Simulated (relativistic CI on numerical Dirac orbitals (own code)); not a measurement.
Transition arrays of Tm²⁶⁺

Computed by Dirac-Coulomb-Breit CI, separate exchange-only KLI orbitals for each configuration, a model potential for QED, valence Slater integrals scaled by 0.9, whole transition arrays (own radial code, finite nucleus).

Configuration list (outside the closed core [Ar] 3d10 4s2): 4p⁶4d⁷, 4p⁶4d⁶4f, 4p⁵4d⁸, 4p⁶4d⁶5p, 4p⁶4d⁶5f. Levels of other configurations are missing.

All E1 lines from the levels of 4p⁶4d⁷; mean and standard deviation are weighted by gf, and upper levels are sorted by their leading configuration.

| Upper configuration | Lines | Σgf | Mean (eV) | Mean (nm) | σ (eV) | Strongest line (nm) |
| --- | --- | --- | --- | --- | --- | --- |
| 4p⁶4d⁶4f | 2904 | 552.7 | 210.83 | 5.881 | 8.31 | 5.779 |
| 4p⁵4d⁸ | 387 | 177.5 | 222.88 | 5.563 | 14.53 | 5.456 |
| 4p⁶4d⁶5p | 1718 | 81.6 | 355.70 | 3.486 | 6.47 | 3.475 |
| 4p⁶4d⁶5f | 2825 | 190.5 | 500.70 | 2.476 | 6.08 | 2.442 |

Σgf per state of the lower configuration in bins of 0.1 nm over the central range (centre: value): 2.45: 1.13, 2.55: 0.45, 3.35: 0.05, 3.45: 0.38, 3.55: 0.23, 5.25: 0.11, 5.35: 0.18, 5.45: 0.47, 5.55: 0.39, 5.65: 0.28, 5.75: 1.15, 5.85: 2.82, 5.95: 0.28, 6.15: 0.04, 6.55: 0.04.

(1) How do configuration mixing and the scaling of the Slater integrals move the arrays?

## Answers

(1) Slater scale 0.9, no configuration mixing: 4p⁶4d⁶4f 206.7 ± 8.2 eV (Σgf 531.0), 4p⁵4d⁸ 187.9 ± 23.9 eV (Σgf 152.2), 4p⁶4d⁶5p 355.9 ± 6.4 eV (Σgf 92.2), 4p⁶4d⁶5f 500.7 ± 6.1 eV (Σgf 191.4); Slater scale 1: 4p⁶4d⁶4f 214.8 ± 8.8 eV (Σgf 568.4), 4p⁵4d⁸ 226.5 ± 14.2 eV (Σgf 175.4), 4p⁶4d⁶5p 355.8 ± 6.7 eV (Σgf 80.3), 4p⁶4d⁶5f 500.8 ± 6.3 eV (Σgf 190.7); Slater scale 0.8: 4p⁶4d⁶4f 207.1 ± 7.9 eV (Σgf 543.5), 4p⁵4d⁸ 218.9 ± 15.3 eV (Σgf 173.0), 4p⁶4d⁶5p 355.6 ± 6.3 eV (Σgf 82.9), 4p⁶4d⁶5f 500.6 ± 5.9 eV (Σgf 190.3). With mixing, levels are counted to their leading configuration, so an array can shrink or vanish into another, and the sums then hold other lines.
